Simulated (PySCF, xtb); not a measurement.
MgO, SMILES [Mg]=[O].

Harmonic wavenumbers (cm⁻¹) from GFN2-xTB run with xtb at its own minimum, in rising order: 855.

What does B3LYP-D3(BJ)/def2-TZVPD in PySCF give at its own minimum? (Estimate from the structure and the level; the computed values follow.)

813. Paired by order, the mean absolute difference is 43 cm⁻¹ and the zero-point energies are 1.2 and 1.2 kcal/mol.
